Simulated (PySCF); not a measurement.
Breaking a bond: LiNa, singlet. Each curve is given relative to its own lowest point near equilibrium.

```json
[
 {"R / Å": "2.33", "A": "9.4", "B": "6.5", "C": "10.0", "D": "7.3"},
 {"R / Å": "2.49", "A": "4.9", "B": "3.0", "C": "5.9", "D": "3.4"},
 {"R / Å": "2.64", "A": "2.2", "B": "1.1", "C": "3.4", "D": "1.2"},
 {"R / Å": "2.75", "A": "1.0", "B": "0.3", "C": "2.2", "D": "0.3"},
 {"R / Å": "2.82", "A": "0.5", "B": "0.1", "C": "1.5", "D": "0.1"},
 {"R / Å": "2.93", "A": "0.1", "B": "0.0", "C": "0.8", "D": "0.0"},
 {"R / Å": "3.01", "A": "0.0", "B": "0.2", "C": "0.4", "D": "0.2"},
 {"R / Å": "3.08", "A": "0.1", "B": "0.4", "C": "0.2", "D": "0.5"},
 {"R / Å": "3.25", "A": "0.8", "B": "1.4", "C": "0.0", "D": "1.7"},
 {"R / Å": "3.37", "A": "1.6", "B": "2.4", "C": "0.0", "D": "2.8"},
 {"R / Å": "3.61", "A": "3.7", "B": "4.7", "C": "0.4", "D": "5.6"},
 {"R / Å": "3.91", "A": "7.0", "B": "7.9", "C": "1.0", "D": "9.6"},
 {"R / Å": "4.39", "A": "12.9", "B": "12.7", "C": "1.8", "D": "13.9"},
 {"R / Å": "4.87", "A": "18.7", "B": "16.2", "C": "2.4", "D": "16.1"},
 {"R / Å": "5.33", "A": "23.8", "B": "18.2", "C": "2.7", "D": "17.1"},
 {"R / Å": "5.86", "A": "29.1", "B": "19.4", "C": "2.9", "D": "17.6"},
 {"R / Å": "6.39", "A": "33.5", "B": "19.9", "C": "2.9", "D": "17.8"},
 {"R / Å": "7.17", "A": "38.9", "B": "20.3", "C": "3.0", "D": "17.9"},
 {"R / Å": "7.92", "A": "42.9", "B": "20.4", "C": "3.0", "D": "17.9"},
 {"R / Å": "8.84", "A": "46.7", "B": "20.5", "C": "3.0", "D": "17.9"}
]
```

Energies in kcal/mol.

Q: Assign the columns to these levels of theory: PySCF with RHF/cc-pVTZ; CCSD on UHF/cc-pVTZ, 1 core orbital frozen run with PySCF 2.14.0; UHF/cc-pVTZ (PySCF); unrestricted wB97X-V/cc-pVTZ (PySCF).

A: A is RHF; B is UCCSD; C is UHF; D is UKS-wB97X-V.

The restricted form behind RHF keeps the bonding electrons paired and can't separate into open-shell fragments. The unrestricted determinant behind UKS-wB97X-V is spin-contaminated at 3.91 to 8.84 Å (<S²> up to 1.0, against 0.00 for a pure singlet). The unrestricted determinant behind UHF, UCCSD is spin-contaminated at 2.33 to 8.84 Å (<S²> up to 1.0, against 0.00 for a pure singlet).
